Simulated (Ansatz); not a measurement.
A nudged elastic band was laid between two geometries of a periodic cell of 17 atoms, Li16Si (surface Li(110), adsorbate Si).

Theory: DFT PBE, scalar-relativistic, plane waves, PAW in Ansatz 0.2.0. Settings: cutoff 420 eV, k mesh 3x3x1, gaussian smearing 0.05 eV, no spin polarisation.

| Quantity | Value |
| --- | --- |
| movable images | 7 |
| climbing image | yes |
| spring | 5.0 eV/Å² |
| optimiser | quadratic models (default) |
| start path | IDPP |
| force threshold | 0.05 eV/Å |
| iteration limit | 37 |
| end points | relaxed |
| atoms held | 1 to 4 |

Image 0:

```xyz
17
Lattice="6.9800 0.0000 0.0000 3.4900 4.9356 0.0000 0.0000 0.0000 19.4034" Properties=species:S:1:pos:R:3
Li 0.000 2.468 1.000
Li 3.490 2.468 1.000
Li 1.745 4.936 1.000
Li 5.235 4.936 1.000
Li -0.167 -0.251 3.391
Li 3.693 -0.473 3.288
Li 1.887 1.850 3.341
Li 5.126 2.323 3.265
Li 0.079 2.377 5.526
Li 3.257 2.786 5.815
Li 1.517 5.448 5.770
Li 5.392 4.714 5.754
Li -0.051 0.175 7.968
Li 3.313 0.901 8.172
Li 0.901 3.071 8.010
Li 5.320 2.959 9.967
Si 5.294 2.649 7.543
```

Image 8:

```xyz
17
Lattice="6.9800 0.0000 0.0000 3.4900 4.9356 0.0000 0.0000 0.0000 19.4034" Properties=species:S:1:pos:R:3
Li 0.000 2.468 1.000
Li 3.490 2.468 1.000
Li 1.745 4.936 1.000
Li 5.235 4.936 1.000
Li -0.109 -0.145 3.265
Li 3.632 -0.618 3.341
Li 1.948 1.995 3.288
Li 5.068 2.217 3.391
Li 0.157 2.246 5.754
Li 3.262 2.980 5.770
Li 1.512 5.254 5.815
Li 5.314 4.845 5.526
Li 0.085 0.491 9.967
Li 2.646 0.603 8.010
Li 1.568 3.369 8.172
Li 5.184 2.643 7.968
Si 7.039 0.181 7.543
```

(1) Which bonds break or form, and what moves?

(2) What energy profile does the band end with?

(3) What is the geometry of the highest image?

Results:

(1) Contacts lost: Li11–Li13. Contacts made: Li10–Li16. The atom that moves furthest is Si17, by 3.02 Å.

(2) The run converged. The highest image is number 3 of 0 to 8, 0.34 eV above the ends, which have the same energy within 2 meV. The profile has 2 maxima (images 3, 7) with wells between them (image 6): this band takes more than one step, which may be the mechanism or a detour left from its start path. By the program's own check the climbing image is of a kind that is not told: the force calls were inconclusive, a negative curvature could not be distinguished from the path's own, the only one lies far off the path, or fixed occupations may fill a level only in part (lowest curvatures found: -0.22 and -0.01 eV/Å²). Limits of this set-up: coarse k mesh, thin slab, slab without dipole correction.

```json
{"image": "0", "path coordinate (Å)": "0.00", "energy (eV)": "0.00", "Li11–Li13 (Å)": "2.94", "Li10–Li16 (Å)": "4.64"}
{"image": "1", "path coordinate (Å)": "1.48", "energy (eV)": "0.04", "Li11–Li13 (Å)": "2.93", "Li10–Li16 (Å)": "4.67"}
{"image": "2", "path coordinate (Å)": "2.95", "energy (eV)": "0.12", "Li11–Li13 (Å)": "3.04", "Li10–Li16 (Å)": "4.51"}
{"image": "3", "path coordinate (Å)": "4.42", "energy (eV)": "0.34", "Li11–Li13 (Å)": "3.85", "Li10–Li16 (Å)": "3.92"}
{"image": "4", "path coordinate (Å)": "6.00", "energy (eV)": "0.23", "Li11–Li13 (Å)": "4.65", "Li10–Li16 (Å)": "3.08"}
{"image": "5", "path coordinate (Å)": "7.58", "energy (eV)": "0.07", "Li11–Li13 (Å)": "4.95", "Li10–Li16 (Å)": "2.97"}
{"image": "6", "path coordinate (Å)": "9.15", "energy (eV)": "0.02", "Li11–Li13 (Å)": "4.77", "Li10–Li16 (Å)": "2.93"}
{"image": "7", "path coordinate (Å)": "10.73", "energy (eV)": "0.04", "Li11–Li13 (Å)": "4.43", "Li10–Li16 (Å)": "2.86"}
{"image": "8", "path coordinate (Å)": "12.31", "energy (eV)": "0.00", "Li11–Li13 (Å)": "4.64", "Li10–Li16 (Å)": "2.94"}
```

(3) 
```xyz
17
Lattice="6.9800 0.0000 0.0000 3.4900 4.9356 0.0000 0.0000 0.0000 19.4034" Properties=species:S:1:pos:R:3
Li 0.000 2.468 1.000
Li 3.490 2.468 1.000
Li 1.745 4.936 1.000
Li 5.235 4.936 1.000
Li 0.212 0.010 3.409
Li 3.342 -0.243 3.451
Li 1.945 2.539 3.349
Li 5.127 2.191 3.229
Li -0.092 2.351 5.426
Li 3.763 1.878 5.874
Li 1.899 4.481 5.679
Li 4.820 4.566 6.525
Li -0.122 -0.152 9.229
Li 3.748 0.325 8.368
Li 1.327 2.372 7.941
Li 5.495 2.832 9.261
Si 5.946 1.257 7.447
```

Run time: 13 min on 1 thread of Intel(R) Xeon(R) 6975P-C (Granite Rapids), with other jobs on the host, peak memory 1.2 GiB.
